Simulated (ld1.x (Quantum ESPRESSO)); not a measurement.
Configuration tests for Bi (Z = 83) (PAW)

```
Element                 : Bi
Generator               : ld1.x (Quantum ESPRESSO) 7.5
Type                    : PAW
Functional              : LDA (PZ)
Relativity              : scalar-relativistic
Frozen core             : [Xe] 4f14
Valence charge          : 15
Reference configuration : 5d10 6s2 6p3
Partial waves           : 6s (bound): rcut 1.55, rcutus 2.00 bohr; 6s channel at 1.6 Ry: rcut 1.55, rcutus 2.00 bohr; 6p (bound): rcut 1.90, rcutus 2.35 bohr; 6p channel at 1.5 Ry: rcut 1.90, rcutus 2.35 bohr; 5d (bound): rcut 1.45, rcutus 2.00 bohr; 5d channel at -1.65 Ry: rcut 1.45, rcutus 2.00 bohr
Local potential         : all-electron potential smoothed inside 1.90 bohr (lloc = -1)
Core correction         : Bessel-smoothed model core inside 1.70 bohr
Augmentation charge     : BESSEL, radius 1.55 bohr
```

Energies are relative to the spin-unpolarised reference configuration 5d10 6s2 6p3; without spin polarisation the order of configurations can differ from experiment. Spin-polarised rows fill each open shell by Hund’s rule, majority spin first. The frozen-core shift is the all-electron ΔE with the core orbitals held at their reference shape minus the fully relaxed ΔE.

```csv
valence configuration,charge,ΔE all-electron (eV),error AE − PS (meV),frozen-core shift (meV)
5d10 6s2 6p2,+1,8.154,-3.7,+3.3
5d10 6s2 6p1,+2,23.719,-11,+10
5d10 6s2 6p0,+3,47.434,-22,+23
5d10 6s1 6p3,+1,19.049,-5.9,+5.2
5d9 6s2 6p3,+1,33.448,-25,+74
5d10 6s1 6p4,0,10.177,-1.9,+1.3
5d10 6s2 6p2 (spin-polarised),+1,7.602,-3.6,+3.5
```

(1) What are ΔE and the potential's error for 5d10 6s0 6p5?

(2) What are ΔE and the potential's error for 5d10 6s2 6p3 (spin-polarised)?

Levels in the configuration 5d10 6s2 6p0:

```json
{"level": "5d", "all-electron (eV)": "-55.032", "pseudo (eV)": "-55.083"}
{"level": "6s", "all-electron (eV)": "-40.477", "pseudo (eV)": "-40.481"}
```

Answers

(1) ΔE = 20.722 eV all-electron; the error (AE − PS) is -4.2 meV.

(2) ΔE = -1.024 eV all-electron; the error (AE − PS) is +0.1 meV.
